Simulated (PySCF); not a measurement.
## Sn⁺: excitation energy

Sn⁺ [Kr] 4d10 5s2 5p1 (2P) → Sn⁺ [Kr] 4d10 5s1 5p1 6s1 (4P), as a difference of total energies. Computed with PySCF 2.14 in x2c-TZVPPall with one added diffuse shell each of s, p, d, f type (9s7p5d3f, 76 functions), with the spin-free X2C one-electron Hamiltonian (Gaussian nucleus). Correlated levels: valence and next inner shell: [Ar] 3d10 frozen. The calculations carry no spin-orbit coupling.

```csv
method,excitation energy (eV)
UHF,11.926
MP2 (valence and next inner shell),13.501
SCS-MP2 (valence and next inner shell),13.590
CCSD (valence and next inner shell),13.366
CCSD(T) (valence and next inner shell),13.438
```

**Question.** How much does correlation contribute at CCSD(T) (valence and next inner shell)?

**Answer.** 13.438 − (11.926) = 1.512 eV, measured against UHF.

The promoted electron is Rydberg-like, and one or two diffuse shells describe it only roughly, which tends to raise the upper state.
